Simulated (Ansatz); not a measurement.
Species: H7Si2N2O, net charge 0, doublet state. SMILES: [SiH2](O[SiH2]N)[NH]
Structure (B3LYP-D3(BJ)/def2-TZVP (Ansatz, a program for electronic structure) minimum search):
```
O
Si 1 1.6254
Si 1 1.6549 2 138.12
N 3 1.7077 1 115.04 2 -38.45
H 4 1.0072 3 121.51 1 -82.62
H 4 1.0086 5 111.75 3 -151.99
N 2 1.7488 1 109.38 3 -12.01
H 7 1.0227 2 114.20 1 -178.74
H 3 1.4756 1 106.36 2 -157.54
H 3 1.4763 9 112.41 1 116.66
H 2 1.4830 1 109.27 3 -131.74
H 2 1.4846 11 110.17 1 121.14
```
Charge 0, spin multiplicity 2.

Wanted: atomisation energy, in kcal/mol. Terms: non-relativistic; no dispersion term unless named; atomisation electronic, to ground-state atoms; spin-orbit terms left out; UHF or UKS for open shells; frozen cores in correlated levels. Basis-set limits of correlation are two-point, X^-3; Hartree-Fock from the larger set. Ab initio and DFT rows: single points at B3LYP-D3(BJ) geometries (Ansatz).

```csv
species,coefficient,"E at HF/3-21G (Ansatz), Eh","E at wB97M-V/def2-TZVPD (Ansatz), Eh"
[NH][SiH2]O[SiH2]N,-1,-761.69242,-767.99187
H atom,+7,-0.49620,-0.49411
N atom,+2,-54.10539,-54.59266
O atom,+1,-74.39366,-75.07806
Si atom,+2,-287.34443,-289.35271
```

Coupled cluster (Ansatz) is a level with limits of its own, used here on species with T1 under 0.025 (0.045 for open shells) and stable references: CCSD(T)/CBS(cc-pV(T+d)Z,cc-pV(Q+d)Z). Value to compare with, CCSD(T)/CBS(cc-pV(T+d)Z,cc-pV(Q+d)Z) (Ansatz): 981.4 kcal/mol. 1 Eh = 627.5095 kcal/mol.

Question: Compute it at each level from the table, and compare with CCSD(T)/CBS(cc-pV(T+d)Z,cc-pV(Q+d)Z) (Ansatz).

Answer: 
- HF/3-21G: the sum of coefficient times E is 0.92572 Eh, or 580.90 kcal/mol. Result: 580.9 kcal/mol. Its difference against CCSD(T)/CBS(cc-pV(T+d)Z,cc-pV(Q+d)Z) (Ansatz) is -400.5 kcal/mol.
- wB97M-V/def2-TZVPD: the sum of coefficient times E is 1.56430 Eh, or 981.61 kcal/mol. Result: 981.6 kcal/mol. Its difference against CCSD(T)/CBS(cc-pV(T+d)Z,cc-pV(Q+d)Z) (Ansatz) is 0.2 kcal/mol.
